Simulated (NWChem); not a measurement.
System: BeSiNH5O; SMILES [NH2][Be][O][SiH3]

Here is an NWChem input.

```
start job
memory heap 200 mb stack 900 mb global 1100 mb
geometry units angstroms noautoz
  Be    -0.000070    -1.350592     0.004372
  N     -0.005189    -2.847577    -0.005851
  H      0.812717    -3.439820    -0.096212
  H     -0.827157    -3.435409     0.075966
  O      0.004139     0.070585     0.012836
  Si    -0.001932     1.712906    -0.003751
  H     -0.258922     2.226408    -1.384783
  H      1.317485     2.242810     0.459614
  H     -1.068808     2.239716     0.902186
end
basis spherical
  * library aug-cc-pvdz
end
dft
  xc b3lyp
  iterations 150
  vectors input atomic output neutral.movecs
end
task dft energy
charge 1
dft
  odft
  mult 2
  vectors input atomic output cation.movecs
end
task dft energy
charge -1
dft
  odft
  mult 2
  vectors input atomic output anion.movecs
end
task dft energy
```

The geometry was optimised at PBE0/def2-SVP.

Ions are spin-unrestricted doublets at the neutral geometry; other ion states weren't tried.

Q: What results follow from this input? (B3LYP/aug-cc-pVDZ, vertical spin-unrestricted ions.) Quantities: vertical ionisation energy, ΔSCF (eV); −ε(HOMO) (eV).

A: 
```json
{
 "vertical ionisation energy, ΔSCF (eV)": "9.50",
 "−ε(HOMO) (eV)": "6.99"
}
```
